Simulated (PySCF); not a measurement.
Molecule: `CC(=O)/C=C/N(C)C`, C₆H₁₁NO.

Atom-mapped SMILES (the numbers label the heavy atoms): `[CH3:1][C:2](=[O:3])/[CH:4]=[CH:5]/[N:6]([CH3:7])[CH3:8]`. Hydrogens are named by the atom that carries them.

Geometry PBE0-D3(BJ)/def2-SVP throughout; GIAO in PySCF 2.14, gas phase, one conformer, non-relativistic; equivalent atoms averaged; basis pcSseg-1.

For orientation, B97-D gives these absolute shieldings σ: C2 -4.0, C5 33.7, C7/C8 138.0, C1 148.4, O3 -192.8, N6 161.8, H(C5) 24.22, H(C4) 26.68, H(C1) 29.48 ppm.

A run gave: C2 -8.5, C5 29.5, C7/C8 143.9, C1 153.2, O3 -217.8, N6 172.4, H(C5) 23.83, H(C4) 26.48, H(C1) 29.32 ppm (absolute shieldings σ).

Question: Which functional was used in that run?
A. OPBE
B. PBE0
C. CAM-B3LYP
D. KT2
E. KT3

Answer: B. C2 tells them apart best: PBE0 gives -8.5, CAM-B3LYP gives -16.7, KT3 gives 6.9, OPBE gives 5.7, KT2 gives 6.1 ppm.
